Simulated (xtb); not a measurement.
A geometry relaxed with GFN2-xTB run with xtb, charge 0, multiplicity 1:

```xyz
7

In    -0.0002    -0.0003    -0.0001
H     -1.4433    -1.9463     0.1857
O     -0.4950    -1.8661     0.0801
H     -0.9558     2.2323     0.0668
H      2.3992    -0.2856    -0.2529
O      1.8542     0.4997    -0.2045
O     -1.3591     1.3663     0.1248
```

Q: Write the SMILES of this molecule.

A: `[OH][In]([OH])[OH]`
